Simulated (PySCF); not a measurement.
H₂ClSb, singlet, geometry from GFN2-xTB (core potentials on Sb), with bond 2-1 at 1.8 times its length; SA2-CASSCF(6,6)/def2-SVP in PySCF.

Input for PySCF:
```python
from pyscf import gto, scf, mcscf
import numpy

mol = gto.M(
    atom='''
Sb   -0.32961568   -0.32684112    0.32589794
H     0.29041286   -2.72437108   -1.47977865
H    -1.65346622    0.01070685   -0.69025738
Cl    1.08523656    1.07747014   -0.89725188
''',
    basis='def2-svp',
    ecp={'Sb': 'def2-svp'},
    verbose=4,
)

mf = scf.RHF(mol)
mf.kernel()
mc = mcscf.CASSCF(mf, 6, 6)
mc.fix_spin_(ss=0.0)
mc = mc.state_average_([0.5, 0.5])
mc.kernel()
```

What the program printed (banner, timings and long lists left out):

```
PySCF version 2.14.0

[INPUT] verbose = 4
[INPUT] num. atoms = 4
[INPUT] num. electrons = 42
[INPUT] charge = 0
[INPUT] spin (= nelec alpha-beta = 2S) = 0
[INPUT] symmetry False subgroup None
[INPUT] Mole.unit = angstrom
[INPUT] Symbol           X                Y                Z      unit          X                Y                Z       unit  Magmom
[...]
nuclear repulsion = 105.084372471317
number of shells = 24
number of NR pGTOs = 111
number of NR cGTOs = 54
basis = def2-svp
ecp = {'Sb': 'def2-svp'}

******** <class 'pyscf.scf.hf.RHF'> ********
method = RHF
initial guess = minao
damping factor = 0
level_shift factor = 0
DIIS = <class 'pyscf.scf.diis.CDIIS'>
diis_start_cycle = 1
diis_space = 8
diis_damp = 0
SCF conv_tol = 1e-09
SCF conv_tol_grad = None
SCF max_cycles = 50
direct_scf = True
direct_scf_tol = 1e-13
Set gradient conv threshold to 3.16228e-05
Initial guess from minao.
init E= -673.534461540029
[...]
cycle= 1 E= -698.547606440199  delta_E=  -25  |g|= 1.83  |ddm|= 9.22
[...]
cycle= 2 E= -699.170931382021  delta_E= -0.623  |g|= 1.16  |ddm|= 4.78
[...]
cycle= 3 E= -699.641285464896  delta_E= -0.47  |g|= 0.111  |ddm|= 2.02
[...]
cycle= 4 E= -699.650648797712  delta_E= -0.00936  |g|= 0.0438  |ddm|= 0.329
[...]
cycle= 5 E= -699.65225693932  delta_E= -0.00161  |g|= 0.0131  |ddm|= 0.127
[...]
cycle= 6 E= -699.652518691238  delta_E= -0.000262  |g|= 0.0038  |ddm|= 0.0622
[...]
cycle= 7 E= -699.652544617426  delta_E= -2.59e-05  |g|= 0.00125  |ddm|= 0.0166
[...]
cycle= 8 E= -699.652547500001  delta_E= -2.88e-06  |g|= 0.000347  |ddm|= 0.006
[...]
cycle= 9 E= -699.65254769551  delta_E= -1.96e-07  |g|= 0.000105  |ddm|= 0.00165
[...]
cycle= 10 E= -699.652547708227  delta_E= -1.27e-08  |g|= 2.99e-05  |ddm|= 0.000405
[...]
cycle= 11 E= -699.652547709465  delta_E= -1.24e-09  |g|= 6.51e-06  |ddm|= 0.000136
[...]
cycle= 12 E= -699.652547709532  delta_E= -6.74e-11  |g|= 2.5e-06  |ddm|= 2.88e-05
[...]
Extra cycle  E= -699.652547709539  delta_E= -6.59e-12  |g|= 1.26e-06  |ddm|= 7.73e-06
converged SCF energy = -699.652547709539

******** <class 'pyscf.mcscf.addons.StateAverageCASSCF'> ********
CAS (3e+3e, 6o), ncore = 18, nvir = 30
max_cycle_macro = 50
max_cycle_micro = 4
conv_tol = 1e-07
conv_tol_grad = None
orbital rotation max_stepsize = 0.02
orbital rotation threshold for CI restart = 0.01
augmented hessian ah_max_cycle = 30
augmented hessian ah_conv_tol = 1e-12
augmented hessian ah_linear dependence = 1e-14
augmented hessian ah_level shift = 1e-08
augmented hessian ah_start_tol = 2.5
augmented hessian ah_start_cycle = 3
augmented hessian ah_grad_trust_region = 3
kf_trust_region = 3
kf_interval = 4
ci_response_space = 4
ci_grad_trust_region = 3
with_dep4 0
natorb = False
canonicalization = True
sorting_mo_energy = False
ao2mo_level = 2
internal_rotation = False
******** <class 'pyscf.mcscf.addons.StateAverageSpinPenaltyFCISolver'> ********
max. cycles = 50
conv_tol = 1e-08
davidson only = True
linear dependence = 1e-12
level shift = 0.001
max iter space = 12
nroots = 2
pspace_size = 400
spin = None
State-average over 2 states with weights [0.5, 0.5]
CASCI E = -699.636013416306  S^2 = 0.0000000
Set conv_tol_grad to 0.000316228
macro iter   1 ( 21 JK    4 micro), CASSCF E = -699.661450995010  dE = -2.54375787e-02  S^2 = 0.0000000
               |grad[o]|=0.116  |ddm|=0.0931  |maxRot[o]|=  0.2
macro iter   2 ( 21 JK    4 micro), CASSCF E = -699.665541590842  dE = -4.09059583e-03  S^2 = 0.0000000
               |grad[o]|=0.0354  |ddm|=0.0185  |maxRot[o]|=0.144
macro iter   3 ( 21 JK    4 micro), CASSCF E = -699.667100729126  dE = -1.55913828e-03  S^2 = 0.0000000
               |grad[o]|=0.0156  |ddm|=0.0098  |maxRot[o]|=0.0913
macro iter   4 ( 21 JK    4 micro), CASSCF E = -699.667610257311  dE = -5.09528185e-04  S^2 = 0.0000000
               |grad[o]|=0.00654  |ddm|=0.00539  |maxRot[o]|=0.0725
macro iter   5 ( 21 JK    4 micro), CASSCF E = -699.667772343004  dE = -1.62085693e-04  S^2 = 0.0000000
               |grad[o]|=0.00335  |ddm|=0.00573  |maxRot[o]|=0.0465
macro iter   6 ( 20 JK    4 micro), CASSCF E = -699.667801052210  dE = -2.87092062e-05  S^2 = 0.0000000
               |grad[o]|=0.00194  |ddm|=0.00439  |maxRot[o]|=0.0258
macro iter   7 ( 20 JK    4 micro), CASSCF E = -699.667798474112  dE =  2.57809836e-06  S^2 = 0.0000000
               |grad[o]|=0.00125  |ddm|=0.00494  |maxRot[o]|= 0.02
macro iter   8 ( 21 JK    4 micro), CASSCF E = -699.667839950296  dE = -4.14761840e-05  S^2 = 0.0000000
               |grad[o]|=0.00102  |ddm|=0.00116  |maxRot[o]|=0.048
macro iter   9 ( 20 JK    4 micro), CASSCF E = -699.667848241486  dE = -8.29119017e-06  S^2 = 0.0000000
               |grad[o]|=0.000646  |ddm|=0.00406  |maxRot[o]|=0.0217
macro iter  10 ( 19 JK    4 micro), CASSCF E = -699.667834200795  dE =  1.40406908e-05  S^2 = 0.0000000
               |grad[o]|=0.00058  |ddm|=0.0035  |maxRot[o]|=0.0333
macro iter  11 ( 21 JK    4 micro), CASSCF E = -699.667867151132  dE = -3.29503364e-05  S^2 = 0.0000000
               |grad[o]|=0.000984  |ddm|=0.00161  |maxRot[o]|=0.0495
macro iter  12 ( 21 JK    4 micro), CASSCF E = -699.667878640236  dE = -1.14891050e-05  S^2 = 0.0000000
               |grad[o]|=0.000539  |ddm|=0.00508  |maxRot[o]|=0.0304
macro iter  13 ( 20 JK    4 micro), CASSCF E = -699.667884655578  dE = -6.01534111e-06  S^2 = 0.0000000
               |grad[o]|=0.000884  |ddm|=0.0042  |maxRot[o]|=0.038
macro iter  14 ( 21 JK    4 micro), CASSCF E = -699.667871424245  dE =  1.32313328e-05  S^2 = 0.0000000
               |grad[o]|=0.00118  |ddm|=0.00385  |maxRot[o]|=0.0418
macro iter  15 ( 21 JK    4 micro), CASSCF E = -699.667907047684  dE = -3.56234389e-05  S^2 = 0.0000000
               |grad[o]|=0.00123  |ddm|=0.00377  |maxRot[o]|=0.0397
macro iter  16 ( 12 JK    3 micro), CASSCF E = -699.667971449336  dE = -6.44016523e-05  S^2 = 0.0000000
               |grad[o]|=0.000983  |ddm|=0.00552  |maxRot[o]|=0.0723
[...]
macro iter  19 ( 21 JK    4 micro), CASSCF E = -699.668027446192  dE = -1.22842014e-05  S^2 = 0.0000000
               |grad[o]|=0.00142  |ddm|=0.00546  |maxRot[o]|=0.0407
macro iter  20 ( 21 JK    4 micro), CASSCF E = -699.668026187599  dE =  1.25859287e-06  S^2 = 0.0000000
               |grad[o]|=0.00141  |ddm|=0.00487  |maxRot[o]|=0.0134
macro iter  21 ( 20 JK    4 micro), CASSCF E = -699.668081264768  dE = -5.50771692e-05  S^2 = 0.0000000
               |grad[o]|=0.00148  |ddm|=0.00382  |maxRot[o]|=0.0402
macro iter  22 ( 11 JK    3 micro), CASSCF E = -699.668197913027  dE = -1.16648259e-04  S^2 = 0.0000000
               |grad[o]|=0.00146  |ddm|=0.0049  |maxRot[o]|=0.0696
macro iter  23 ( 20 JK    4 micro), CASSCF E = -699.668230096074  dE = -3.21830472e-05  S^2 = 0.0000000
               |grad[o]|=0.00124  |ddm|=0.00643  |maxRot[o]|=0.0517
macro iter  24 ( 20 JK    4 micro), CASSCF E = -699.668229252533  dE =  8.43540874e-07  S^2 = 0.0000000
               |grad[o]|=0.00182  |ddm|=0.00359  |maxRot[o]|=0.0304
macro iter  25 ( 21 JK    4 micro), CASSCF E = -699.668344590425  dE = -1.15337892e-04  S^2 = 0.0000000
               |grad[o]|=0.00191  |ddm|=0.00373  |maxRot[o]|=0.0401
macro iter  26 ( 12 JK    3 micro), CASSCF E = -699.668531883498  dE = -1.87293073e-04  S^2 = 0.0000000
               |grad[o]|=0.00171  |ddm|=0.00549  |maxRot[o]|=0.0749
macro iter  27 ( 20 JK    4 micro), CASSCF E = -699.668643119299  dE = -1.11235800e-04  S^2 = 0.0000000
               |grad[o]|=0.00159  |ddm|=0.00688  |maxRot[o]|=0.0569
macro iter  28 ( 21 JK    4 micro), CASSCF E = -699.668771873984  dE = -1.28754686e-04  S^2 = 0.0000000
               |grad[o]|=0.00223  |ddm|=0.00473  |maxRot[o]|=0.0695
macro iter  29 ( 21 JK    4 micro), CASSCF E = -699.669009379892  dE = -2.37505908e-04  S^2 = 0.0000000
               |grad[o]|=0.00247  |ddm|=0.00491  |maxRot[o]|=0.0766
macro iter  30 ( 21 JK    4 micro), CASSCF E = -699.669317527272  dE = -3.08147380e-04  S^2 = 0.0000000
               |grad[o]|=0.00264  |ddm|=0.00561  |maxRot[o]|=0.0856
macro iter  31 ( 21 JK    4 micro), CASSCF E = -699.669505863861  dE = -1.88336589e-04  S^2 = 0.0000000
               |grad[o]|=0.00267  |ddm|=0.00577  |maxRot[o]|=0.0672
macro iter  32 (  7 JK    2 micro), CASSCF E = -699.669826598440  dE = -3.20734579e-04  S^2 = 0.0000000
               |grad[o]|=0.00266  |ddm|=0.00481  |maxRot[o]|=0.0691
macro iter  33 (  7 JK    2 micro), CASSCF E = -699.670035962267  dE = -2.09363828e-04  S^2 = 0.0000000
               |grad[o]|=0.00164  |ddm|=0.00612  |maxRot[o]|=0.0695
macro iter  34 ( 19 JK    4 micro), CASSCF E = -699.670215193341  dE = -1.79231074e-04  S^2 = 0.0000000
               |grad[o]|=0.00142  |ddm|=0.00472  |maxRot[o]|=0.0805
macro iter  35 ( 17 JK    4 micro), CASSCF E = -699.670249398853  dE = -3.42055123e-05  S^2 = 0.0000000
               |grad[o]|=0.00128  |ddm|=0.00495  |maxRot[o]|=0.0604
macro iter  36 ( 17 JK    4 micro), CASSCF E = -699.670367566339  dE = -1.18167486e-04  S^2 = 0.0000000
               |grad[o]|=0.00137  |ddm|=0.00115  |maxRot[o]|=0.0665
macro iter  37 ( 18 JK    4 micro), CASSCF E = -699.670374355577  dE = -6.78923777e-06  S^2 = 0.0000000
               |grad[o]|=0.000889  |ddm|=0.0047  |maxRot[o]|=0.0445
macro iter  38 ( 16 JK    4 micro), CASSCF E = -699.670392914632  dE = -1.85590555e-05  S^2 = 0.0000000
               |grad[o]|=0.00162  |ddm|=0.00274  |maxRot[o]|=0.0226
macro iter  39 ( 18 JK    4 micro), CASSCF E = -699.670473358423  dE = -8.04437913e-05  S^2 = 0.0000000
               |grad[o]|=0.00119  |ddm|=0.00106  |maxRot[o]|=0.0559
macro iter  40 ( 17 JK    4 micro), CASSCF E = -699.670482054260  dE = -8.69583664e-06  S^2 = 0.0000000
               |grad[o]|=0.000715  |ddm|=0.00518  |maxRot[o]|=0.043
macro iter  41 ( 14 JK    4 micro), CASSCF E = -699.670487879676  dE = -5.82541588e-06  S^2 = 0.0000000
               |grad[o]|=0.0014  |ddm|=0.00298  |maxRot[o]|=0.00868
macro iter  42 ( 13 JK    4 micro), CASSCF E = -699.670484553987  dE =  3.32568902e-06  S^2 = 0.0000000
               |grad[o]|=0.00115  |ddm|=0.00251  |maxRot[o]|=0.0054
macro iter  43 ( 12 JK    2 micro), CASSCF E = -699.670531523715  dE = -4.69697280e-05  S^2 = 0.0000000
               |grad[o]|=0.0013  |ddm|=0.00194  |maxRot[o]|=0.0324
macro iter  44 ( 17 JK    4 micro), CASSCF E = -699.670547624812  dE = -1.61010975e-05  S^2 = 0.0000000
               |grad[o]|=0.00059  |ddm|=0.00379  |maxRot[o]|=0.0301
macro iter  45 ( 14 JK    4 micro), CASSCF E = -699.670564065144  dE = -1.64403318e-05  S^2 = 0.0000000
               |grad[o]|=0.000997  |ddm|=0.00242  |maxRot[o]|=0.0203
macro iter  46 ( 14 JK    4 micro), CASSCF E = -699.670585233771  dE = -2.11686270e-05  S^2 = 0.0000000
               |grad[o]|=0.000832  |ddm|=0.00181  |maxRot[o]|=0.0281
macro iter  47 ( 17 JK    4 micro), CASSCF E = -699.670596584846  dE = -1.13510747e-05  S^2 = 0.0000000
               |grad[o]|=0.000429  |ddm|=0.002  |maxRot[o]|=0.0262
macro iter  48 ( 10 JK    2 micro), CASSCF E = -699.670600376073  dE = -3.79122719e-06  S^2 = 0.0000000
               |grad[o]|=0.000355  |ddm|=0.000884  |maxRot[o]|=0.0133
macro iter  49 (  5 JK    1 micro), CASSCF E = -699.670601385404  dE = -1.00933119e-06  S^2 = 0.0000000
               |grad[o]|=0.000132  |ddm|=0.000351  |maxRot[o]|=0.00513
macro iter  50 (  4 JK    1 micro), CASSCF E = -699.670602103257  dE = -7.17852913e-07  S^2 = 0.0000000
               |grad[o]|=9.73e-05  |ddm|=0.000329  |maxRot[o]|=0.0047
1-step CASSCF not converged,  50 macro (867 JK 183 micro) steps
CASSCF canonicalization
Density matrix diagonal elements [1.98285253 1.96131143 1.15056574 0.38473539 0.50559764 0.01493727]
CASSCF energy = -699.670602103257
CASCI E = -699.670602103257  E(CI) = -6.68794355662988  S^2 = 0.0000000
CASCI state-averaged energy = -699.670602103257
CASCI energy for each state
  State 0 weight 0.5  E = -699.7369690024 S^2 = 0.0000000
  State 1 weight 0.5  E = -699.604235204115 S^2 = 0.0000000
```

The run did not converge; its last values are not results.
